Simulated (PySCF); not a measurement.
tert-butylthiol (C₄H₁₀S), SMILES C(C)(S)(C)C.

The structure is a stationary point at PBE0-D3(BJ)/def2-SVP. One conformer was computed; it need not be the lowest.

Two levels are set side by side: PBE/def2-TZVP (PySCF) and B3LYP/def2-TZVP (PySCF). Same geometry, gas phase. Differences are taken from unrounded values.

```tsv
quantity	B3LYP	PBE	PBE minus B3LYP
orbital gap (eV)	6.57	4.91	-1.66
highest occupied level (eV)	-6.46	-5.45	1.01
lowest empty level (eV)	0.11	-0.54	-0.65
dipole moment (D)	1.63	1.62	-0.01
mean polarisability (bohr³)	69.7	71.4	1.7
```

Without exact exchange PBE keeps part of each electron's self-repulsion, which lifts occupied levels and narrows the gap. Differences between two approximate levels are no errors against the true value.

Rough cost on one machine, each run with all the roots and properties that it gave: B3LYP against PBE within a factor of 2.
